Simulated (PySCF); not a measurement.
**C5H9S2: g tensor and hyperfine couplings**

Species: C5H9S2 (doublet state).
Z-matrix (Å and degrees, GFN2-xTB geometry), rows numbered from 1:
```
C 
C   1  1.5192
C   2  1.5233  1  111.97
C   3  1.5194  2  112.93  1  -170.18
S   4  1.8312  3  112.76  2   -70.66
C   5  1.7277  4  100.20  3    53.06
S   6  1.7254  5  123.50  4   -49.73
H   1  1.0879  2  110.23  3   -57.67
H   1  1.0874  2  110.37  3  -177.40
H   1  1.0883  2  110.19  3    62.41
H   2  1.0941  1  110.38  3  -123.11
H   3  1.0944  2  108.29  1   -50.30
H   3  1.0929  2  109.56  1    67.16
H   4  1.0908  3  111.27  2    50.12
H   4  1.0890  3  110.97  2   172.06
H   6  1.0774  5  112.50  4   170.00
```

The hyperfine couplings belong to this conformer and change with its torsions.

Identity: `C[C@H]1CCS[CH]S1` [radical].

Method: PySCF 2.14.0, UKS B3LYP, pcH-1 on C H S, non-relativistic, mean-field spin-orbit, GIAO. Geometry: GFN2-xTB, one conformer, isolated molecule. Couplings are sensitive to structure, and on GFN2-xTB geometries they can be far from those on DFT ones. The SCF solution wasn't tested for stability.

```
g1, g2, g3                      : 2.00155, 2.00333, 2.01161
g_iso                           : 2.00550
Form of g                       : rhombic: the two nearest values differ by 18 % of g3 − g1
⟨S²⟩                            : 0.7550 (exact 0.7500)
α and β electrons               : 36, 35
HOMO–LUMO gap, α and β orbitals : 5.27, 4.30 eV
Total energy                    : -992.31535 Eh
```

Isotropic coupling and dipolar principal values T1 to T3, in 10⁻⁴ cm⁻¹ (1 × 10⁻⁴ cm⁻¹ = 2.998 MHz):

```tsv
atom	isotope	a_iso	of which spin–orbit	T1	T2	T3	Mulliken spin population
C1	13C	-0.3	0.0	-0.2	0.0	0.2	0.00
C2	13C	5.7	0.0	-0.8	-0.5	1.3	0.01
C3	13C	4.6	0.0	-0.2	-0.2	0.3	0.00
C4	13C	6.2	0.0	-0.7	-0.4	1.1	0.01
S5	33S	0.4	0.0	-6.6	-5.4	12.0	0.14
C6	13C	62.8	0.1	-20.3	-19.6	39.8	0.71
S7	33S	0.4	0.0	-6.5	-5.3	11.8	0.13
H8	1H	0.1	0.0	-0.5	-0.3	0.8	0.00
H9	1H	0.1	0.0	-0.4	-0.3	0.8	0.00
H10	1H	-0.3	0.0	-0.3	-0.2	0.5	0.00
H11	1H	1.6	0.0	-1.0	-0.6	1.5	0.01
H12	1H	-0.5	0.0	-0.3	-0.3	0.7	0.00
H13	1H	-0.1	0.0	-0.6	-0.3	1.0	0.01
H14	1H	2.8	0.0	-0.9	-0.6	1.5	0.01
H15	1H	-0.8	0.0	-0.8	-0.5	1.3	0.00
H16	1H	-14.8	0.0	-9.1	-1.4	10.4	-0.03
```

The largest Mulliken spin populations are on C6 (+0.71), S5 (+0.14) and S7 (+0.13). C6 is the only atom above +0.15. The angles at C6 add up to 348.4°, so it is slightly pyramidal.

Axes: g3 points within 6° of the C6–H16 bond.

Under fast tumbling the dipolar parts average out, and these isotropic splittings remain: 1 × 1H (H16, I = 1/2, 2 lines) with 1.58 mT, 1 × 1H (H14, I = 1/2, 2 lines) with 0.30 mT, 1 × 1H (H11, I = 1/2, 2 lines) with 0.18 mT, 1 × 1H (H15, I = 1/2, 2 lines) with 0.09 mT and 1 × 1H (H12, I = 1/2, 2 lines) with 0.06 mT.

The 13C coupling of C6 (188.4 MHz) shows only in satellite lines or after enrichment, since that isotope makes up about 1.07 % of natural carbon.

The spin density at the nucleus, in bohr⁻³, is negative for H16 (-0.0099), for instance. A restricted open-shell determinant has no negative spin density anywhere; here it arises because α and β orbitals differ (spin polarisation).
